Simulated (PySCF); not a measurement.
# aluminum bromide: proton affinities at several levels

Structure: `[Br][Al]([Br])[Br]` (AlBr3). Non-hydrogen atoms are numbered in `[Br:1][Al:2]([Br:3])[Br:4]`.

All levels share the PBE0-D3(BJ)/def2-SVP structures and the PBE0-D3(BJ)/def2-SVP thermal terms; only the single-point energies (PySCF) change. Values are proton affinities (298 K, kJ/mol).

| level | Br1 | time |
| --- | --- | --- |
| PBE0-D3(BJ)/6-31G | 590 | 8.6 s |
| LDA/def2-TZVP | 627 | 47 s |
| PBE0-D3(BJ)/def2-SV(P) | 628 | 11 s |
| PBE0-D3(BJ)/6-31G* | 629 | 12 s |
| PBE0-D3(BJ)/pcseg-1 | 632 | 10 s |
| HF/def2-TZVP | 632 | 15 s |
| M06-2X/def2-TZVP (grid 3) | 632 | 39 s |
| PBE0-D3(BJ)/aug-pcseg-1 | 639 | 17 s |
| PBE0-D3(BJ)/ma-def2-SVP | 639 | 14 s |
| BHandHLYP/def2-TZVP | 640 | 25 s |
| CAM-B3LYP-D3(BJ)/def2-TZVP | 641 | 33 s |
| ωB97M-D3(BJ)/def2-TZVP (grid 3) | 642 | 46 s |
| PBE0-D3(BJ)/def2-SVP | 645 | 11 s |
| PBE0-D3(BJ)/def2-SVPD | 646 | 18 s |
| LC-ωPBE/def2-TZVP | 647 | 57 s |
| PBE0-D3(BJ)/aug-cc-pVDZ | 648 | 17 s |
| PBE0-D3(BJ)/cc-pVDZ | 648 | 11 s |
| r2SCAN-D3(BJ)/def2-TZVP (grid 3) | 648 | 69 s |
| PBE0-D3(BJ)/pcseg-2 | 648 | 23 s |
| HSE06/def2-TZVP | 650 | 66 s |
| PBE0-D3(BJ)/ma-def2-TZVP | 651 | 30 s |
| PBE0-D3(BJ)/def2-TZVP | 651 | – |
| PBE0-D3(BJ)/def2-TZVPD | 652 | 35 s |
| ωB97X-D3(BJ)/def2-TZVP | 652 | 32 s |
| PBE0-D3(BJ)/def2-TZVPP | 653 | 28 s |
| PBE0-D3(BJ)/cc-pVTZ | 653 | 26 s |
| PBE0-D3(BJ)/aug-cc-pVTZ | 654 | 46 s |
| B3LYP-D3(BJ)/def2-TZVP | 655 | 26 s |
| PBE-D3(BJ)/def2-TZVP | 660 | 50 s |
| B97-2/def2-TZVP | 661 | 25 s |
| TPSSh-D3(BJ)/def2-TZVP (grid 3) | 661 | 41 s |
| BP86-D3(BJ)/def2-TZVP | 661 | 51 s |
| M06/def2-TZVP (grid 3) | 662 | 40 s |
| BLYP-D3(BJ)/def2-TZVP | 664 | 52 s |
| TPSS-D3(BJ)/def2-TZVP (grid 3) | 665 | 64 s |
| OPBE/def2-TZVP | 678 | 49 s |
| M06-L/def2-TZVP (grid 3) | 678 | 69 s |

Times are wall times for all single points of a level on 1 thread of Arm Neoverse N1, a shared host; the dash marks the run that also made the structures. BLYP, BP86, HSE06, LC-ωPBE, LDA, M06-L, OPBE, PBE, TPSS, r2SCAN ran on a slower path of this set-up, which computes the density-fitting integrals anew in every SCF cycle while the other levels store them. So the times needn't show the usual order of cost, and those levels read slower than they are.

Hartree-Fock leaves out electron correlation, so its proton affinities can be off by tens of kJ/mol.

The spread: 88 kJ/mol, from 590 to 678.

Known limits: atoms from Ga to Kr are treated without relativity.
